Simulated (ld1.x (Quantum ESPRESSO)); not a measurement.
**Cr (Z = 24), TM semilocal: configuration errors across variants**

```json
{
  "Element": "Cr (Z = 24)",
  "Generator": "ld1.x (Quantum ESPRESSO) 7.5",
  "Type": "norm-conserving Troullier–Martins (semilocal form)",
  "Functional": "LDA (PZ)",
  "Relativity": "scalar-relativistic",
  "Frozen core": "[Ar]",
  "Valence charge": "6",
  "Reference configuration": "3d5 4s1 4p0",
  "Partial waves": "4s (bound): rc 2.80 bohr; 3d (bound): rc 1.00 bohr; 4p (bound, empty): rc 3.00 bohr",
  "Local potential": "the p channel",
  "Core correction": "a·sin(br)/r model core inside 0.95 bohr"
}
```

All-electron excitation energies from the reference (eV): (1) 3d5 4s0 4p0 7.140; (2) 3d4 4s0 4p0 23.483; (3) 3d3 4s0 4p0 54.509; (4) 3d2 4s0 4p0 103.138; (5) 3d5 4s0 4p1 3.204; (6) 3d4 4s1 4p1 3.612; (7) 3d6 4s0 4p0 1.725; (8) 3d5 4s1 4p0 spin -4.916; (9) 3d5 4s0 4p0 spin 2.685.

Spin tests fill each open shell by Hund’s rule, majority spin first.

A semilocal file is local in each channel, so a ghost entry of none says nothing of the separable form that plane-wave codes build from it.

Tests that are not counted but printed errors over 1 eV. “all radii but the core radius scaled by about 1.36 (s 3.82, p 4.08, d 1.36 bohr)”: 3d6 4s0 4p0 (pseudo-atom not self-consistent, printed error -275 eV).

Errors AE − PS in meV (a dash: test not solved or not reliable):

| change | (1) | (2) | (3) | (4) | (5) | (6) | (7) | (8) | (9) | bound ghosts |
| --- | --- | --- | --- | --- | --- | --- | --- | --- | --- | --- |
| base | -21 | -78 | -795 | -2996 | -4.2 | -119 | -45 | +278 | +255 | none |
| all radii but the core radius scaled by about 0.79 (s 2.22, p 2.38, d 0.80 bohr) | -22 | -69 | -768 | -2964 | -4.3 | -107 | -48 | +260 | +235 | none |
| all radii but the core radius scaled by about 1.04 (s 2.92, p 3.14, d 1.04 bohr) | -20 | -86 | -819 | -3031 | -4.1 | -115 | -42 | +283 | +262 | none |
| all radii but the core radius scaled by about 1.14 (s 3.20, p 3.44, d 1.14 bohr) | -19 | -113 | -890 | -3143 | -4.4 | -102 | -33 | +292 | +273 | none |
| all radii but the core radius scaled by about 1.26 (s 3.52, p 3.78, d 1.26 bohr) | -19 | -145 | -972 | -3248 | -5.3 | -87 | -23 | +302 | +283 | none |
| all radii but the core radius scaled by about 1.36 (s 3.82, p 4.08, d 1.36 bohr) | -21 | -198 | -1102 | -3427 | -8.2 | -63 | – | +313 | +291 | none |

Give the same row for: all radii but the core radius scaled by about 0.93 (s 2.60, p 2.78, d 0.92 bohr).

-22, -71, -774, -2964, -4.3, -120, -48, +271, +247; bound ghosts: none.
